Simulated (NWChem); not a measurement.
Species: thienothiophene (C6H4S2); SMILES c12ccsc2ccs1

Computed with NWChem. Medium grid unless said otherwise, to which SCAN and Minnesota functionals are sensitive. The geometry was optimised at B3LYP/6-31G* (spherical d).

Problem. Predict the results for M06/def2-SVP. Quantities: highest occupied level (eV); orbital gap (eV).

Solution. 
```json
{
 "highest occupied level (eV)": "-6.37",
 "orbital gap (eV)": "5.55"
}
```
